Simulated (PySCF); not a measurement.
# SiHg⁺: from constants to spectrum

UHF-CCSD(T) constants of SiHg⁺, ²Π (doublet), unpaired electrons π ↑ (Si def2-SVPD, Hg def2-SVPD with ECP60; scalar-relativistic core potentials (PySCF 2.14); masses 27.9769 and 201.9706 u):

| Quantity | Value |
| --- | --- |
| ωe | 205.0 cm⁻¹ |
| ωexe | 1.09 cm⁻¹ |
| Be | 0.09751 cm⁻¹ |
| αe | 0.000684 cm⁻¹ |
| D (centrifugal) | 8.82e-08 cm⁻¹ |
| De to Si⁺ + Hg | 1.16 eV |

Problem. Give the vibrational terms G(v) and spacings up to v = 6.

Solution. G(v) = ωe(v+½) − ωexe(v+½)².

| v | G(v) (cm⁻¹) | G(v) − G(v−1) | Bv (cm⁻¹) |
| --- | --- | --- | --- |
| 0 | 102.2 |  | 0.09717 |
| 1 | 305.0 | 202.8 | 0.09648 |
| 2 | 505.7 | 200.6 | 0.09580 |
| 3 | 704.1 | 198.5 | 0.09512 |
| 4 | 900.4 | 196.3 | 0.09443 |
| 5 | 1094.5 | 194.1 | 0.09375 |
| 6 | 1286.4 | 191.9 | 0.09306 |

Problem. How well does the Morse estimate ωe²/(4ωexe) reproduce De, and what is D0?

Solution. It gives 1.20 eV, 103 % of the computed De. D0 = De − G(0) = 1.16 − 0.01 = 1.15 eV.

Correlated steps freeze 5 core orbitals. Correlated levels converge slowly with the basis: in double zeta they bind strong bonds too weakly, by up to about 1 eV, and carry superposition errors of some tenths. Spin–orbit coupling is left out, which matters for elements this heavy, above all for dissociation energies. For an ion De counts to the pair picked by the measured ionisation energies or electron affinities, which need not be the lowest pair at this level. The state was picked by a PBE0 search and need not be the measured ground state.
